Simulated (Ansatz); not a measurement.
Geometry optimisation of C₂H₃ClOSi, SMILES `ClC1=CO[SiH2]1`.

```yaml
crystal:
  periodic: [false, false, false]
  atoms:
    - {symbol: Cl, position_ang: [-0.688780, 1.225694, 2.228458]}
    - {symbol: C, position_ang: [-0.161978, 0.407344, 0.815285]}
    - {symbol: C, position_ang: [1.023133, -0.214816, 0.542474]}
    - {symbol: O, position_ang: [0.995966, -0.739937, -0.744547]}
    - {symbol: Si, position_ang: [-0.639080, -0.104690, -0.912578]}
    - {symbol: H, position_ang: [1.943106, -0.361160, 1.135850]}
    - {symbol: H, position_ang: [-1.647401, -1.193460, -1.122445]}
    - {symbol: H, position_ang: [-0.732865, 0.923925, -1.998397]}
basis:
  gaussian: {orbitals: def2-TZVP}
hamiltonian: {xc: pbe0, dispersion: d4}
relax: {f_tol: 0.005, max_steps: 150}
```

```sh
$ ansatz run in.yaml --threads 2 --pin off --events-out ev --progress --plain --max-ram 4352MiB
```

Output, abridged:

```
Functional definition: PBE0
mean field -24559.49021780 eV, -902.5446184839 hartree, gradient 3.1e-5 eV, S^2 0.000000; 0 other end points of the search recorded, 0 dependent functions left out
relax step   1: F+E_penalty+E_count = -24559.65976785 eV  Δ(F+E_penalty+E_count) = +0.000e0 eV  max|allowed force component| = 9.246e-1 eV/Å  Δτ_max = 0.0000 Å  (30 SCF iters, accepted)
mean field -24559.54156237 eV, -902.5465053621 hartree, gradient 2.7e-5 eV, S^2 0.000000; 0 other end points of the search recorded, 0 dependent functions left out
relax step   2: F+E_penalty+E_count = -24559.71162132 eV  Δ(F+E_penalty+E_count) = -5.185e-2 eV  max|allowed force component| = 6.655e-1 eV/Å  Δτ_max = 0.0246 Å  (33 SCF iters, accepted)
mean field -24559.55711718 eV, -902.5470769908 hartree, gradient 2.6e-5 eV, S^2 0.000000; 0 other end points of the search recorded, 0 dependent functions left out
relax step   3: F+E_penalty+E_count = -24559.72740086 eV  Δ(F+E_penalty+E_count) = -1.578e-2 eV  max|allowed force component| = 1.064e-1 eV/Å  Δτ_max = 0.0157 Å  (34 SCF iters, accepted)
mean field -24559.55765707 eV, -902.5470968313 hartree, gradient 2.6e-5 eV, S^2 0.000000; 0 other end points of the search recorded, 0 dependent functions left out
relax step   4: F+E_penalty+E_count = -24559.72791855 eV  Δ(F+E_penalty+E_count) = -5.177e-4 eV  max|allowed force component| = 6.522e-2 eV/Å  Δτ_max = 0.0033 Å  (34 SCF iters, accepted)
mean field -24559.55775022 eV, -902.5471002543 hartree, gradient 2.7e-5 eV, S^2 0.000000; 0 other end points of the search recorded, 0 dependent functions left out
relax step   5: F+E_penalty+E_count = -24559.72801437 eV  Δ(F+E_penalty+E_count) = -9.582e-5 eV  max|allowed force component| = 1.373e-2 eV/Å  Δτ_max = 0.0022 Å  (34 SCF iters, accepted)
mean field -24559.55778858 eV, -902.5471016642 hartree, gradient 2.7e-5 eV, S^2 0.000000; 0 other end points of the search recorded, 0 dependent functions left out
relax step   6: F+E_penalty+E_count = -24559.72801509 eV  Δ(F+E_penalty+E_count) = -7.221e-7 eV  max|allowed force component| = 1.651e-2 eV/Å  Δτ_max = 0.0016 Å  (34 SCF iters, accepted)
mean field -24559.55778789 eV, -902.5471016389 hartree, gradient 2.7e-5 eV, S^2 0.000000; 0 other end points of the search recorded, 0 dependent functions left out
relax step   7: F+E_penalty+E_count = -24559.72803349 eV  Δ(F+E_penalty+E_count) = -1.840e-5 eV  max|allowed force component| = 1.547e-3 eV/Å  Δτ_max = 0.0011 Å  (34 SCF iters, accepted)
mean field -24559.55778789 eV, -902.5471016389 hartree, gradient 2.7e-5 eV, S^2 0.000000; 1 other end points of the search recorded, 0 dependent functions left out
Total energy: -24559.72806376 eV, -902.5533591615 hartree
Atom 0 at    -0.669561     1.208132     2.209337 Å, force    -0.000709     0.000330     0.000530 eV/Å
Atom 1 at    -0.162781     0.404857     0.803213 Å, force     0.001547    -0.001079     0.000179 eV/Å
Atom 2 at     1.002602    -0.207336     0.538880 Å, force    -0.000217     0.001279     0.000691 eV/Å
Atom 3 at     0.970110    -0.726459    -0.743401 Å, force    -0.000855    -0.000833    -0.000876 eV/Å
Atom 4 at    -0.616112    -0.110514    -0.905880 Å, force     0.000410     0.000590    -0.000182 eV/Å
Atom 5 at     1.907378    -0.355397     1.120350 Å, force    -0.000139    -0.000064     0.000003 eV/Å
Atom 6 at    -1.620184    -1.180306    -1.104722 Å, force     0.000214     0.000161    -0.000112 eV/Å
Atom 7 at    -0.719352     0.909922    -1.973678 Å, force    -0.000250    -0.000384    -0.000231 eV/Å
Dipole moment:    -0.069895    -0.022518    -0.126408 e Å
```

It took 47 s on 2 threads of an Arm Neoverse V1 on a shared host, with 0.45 GiB of host memory at the peak.
